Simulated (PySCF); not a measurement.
C4H8OSi. Atoms are numbered in the order given.

```xyz
14

C      2.5781     0.6107     0.5498
C      1.3036     0.1657    -0.0574
C      0.5102     0.4153    -1.1199
C     -0.4491    -0.6073    -0.5557
Si    -2.0736     0.0440     0.1854
O      0.5227    -0.8096     0.5447
H      2.4034     1.0251     1.5568
H      3.2745    -0.2372     0.6586
H      3.0509     1.3816    -0.0744
H      0.5244     1.0756    -1.9820
H     -0.5677    -1.5442    -1.1270
H     -1.7654     1.2334     1.0250
H     -2.7306    -1.0114     1.0095
H     -2.9983     0.4325    -0.9212
```
Charge 0, spin multiplicity 1.

Geometry optimised at B3LYP-D3(BJ)/def2-SVP. The structure was generated by enumeration; whether it is a known compound was not checked.

Level of theory: B3LYP-D3(BJ)/def2-SVP in PySCF.

Frequencies are harmonic and unscaled.

```
mode  ν (cm⁻¹)  IR (km/mol)  moving atoms (share of kinetic energy)
----  --------  -----------  --------------------------------------
1          105          1.2         C 41 %, H 25 %, Si 24 %, O 11 %
2          144          0.0                                  H 89 %
3          162          0.2                          H 81 %, C 11 %
4          217          2.4                  H 45 %, O 26 %, C 23 %
5          305         14.1          C 46 %, H 24 %, Si 22 %, O 8 %
6          348          4.5                  C 45 %, H 35 %, O 20 %
7          526          7.0                 C 36 %, H 34 %, Si 24 %
8          584         15.1                   H 52 %, C 35 %, O 9 %
9          637         42.0                         H 81 %, Si 12 %
10         697         36.8                          H 77 %, C 21 %
11         709         10.6                  C 56 %, H 25 %, O 17 %
12         802         16.7                  C 50 %, H 36 %, Si 8 %
13         895         44.5                  C 44 %, O 30 %, H 25 %
14         925        198.6                          H 84 %, Si 8 %
15         948         47.9                                  H 88 %
16         954         54.5                                  H 86 %
17         961         22.5                  H 63 %, C 25 %, O 11 %
18         966         30.1                   H 60 %, C 29 %, O 9 %
19        1048          2.9                          H 60 %, C 39 %
20        1065         13.1                  C 58 %, O 28 %, H 15 %
21        1138         12.6                          H 73 %, C 25 %
22        1178         11.4                          H 69 %, C 27 %
23        1225          0.4                          C 63 %, H 36 %
24        1293         53.1                  C 57 %, H 32 %, O 11 %
25        1393          9.2                          H 69 %, C 30 %
26        1438          8.5                                  H 97 %
27        1453          4.9                                  H 93 %
28        1712         40.3                                  C 95 %
29        2216        109.7                                  H 97 %
30        2225        111.0                                  H 97 %
31        2245         83.8                                  H 96 %
32        3029         14.7                                  H 97 %
33        3063         16.0                                  H 92 %
34        3098          6.9                           H 91 %, C 9 %
35        3144          6.1                           H 91 %, C 9 %
36        3277          1.5                           H 90 %, C 9 %
```
